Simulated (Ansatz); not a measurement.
The cluster InSn6⁺. The state is a singlet with charge 1. Geometry B3LYP-D4/def2-SVP; atoms count from 1.

```xyz
7

In   -2.8664    0.1420   -2.4618
Sn    0.2771    0.9904   -1.7779
Sn    2.7039    0.7642    0.4850
Sn   -0.1500    1.4787    1.0978
Sn    0.8496   -0.9527    2.5529
Sn   -1.7760   -0.9020    0.4980
Sn    0.9619   -1.5207   -0.3940
```

In the def2 sets In, Sn take a core potential; there is no spin–orbit coupling. The restricted singlet is unstable towards broken spin symmetry in Hartree–Fock (as tested in another run); at PBE0-D4/def2-TZVP this wasn't settled. The structure comes from a short search, and lower isomers may exist.

Q: Estimate the Mulliken populations from the PBE0/def2-TZVP orbitals of Ansatz.

A: 
```tsv
atom	charge (e)
In1	0.50
Sn2	0.04
Sn3	0.19
Sn4	0.02
Sn5	0.19
Sn6	0.04
Sn7	0.02
```
Mulliken values and Mayer orders depend strongly on the basis.

Q: And the Mayer bond orders between bonded heavy atoms (over 0.3)?

A: In1–Sn2 0.34 (3.33 Å); In1–Sn6 0.34 (3.32 Å); Sn2–Sn3 0.44 (3.33 Å); Sn2–Sn4 0.69 (2.95 Å); Sn2–Sn7 0.69 (2.95 Å); Sn3–Sn4 0.60 (3.01 Å); Sn3–Sn5 0.52 (3.27 Å); Sn3–Sn7 0.60 (3.00 Å); Sn4–Sn5 0.60 (3.00 Å); Sn4–Sn6 0.69 (2.94 Å); Sn5–Sn6 0.43 (3.33 Å); Sn5–Sn7 0.60 (3.00 Å); Sn6–Sn7 0.69 (2.95 Å). Values over 0.3 also appear between atoms too far apart for a bond (Sn2–Sn6 0.42 at 3.60 Å; Sn4–Sn7 0.44 at 3.53 Å); they arise where an orbital or an unpaired electron spreads over both atoms.
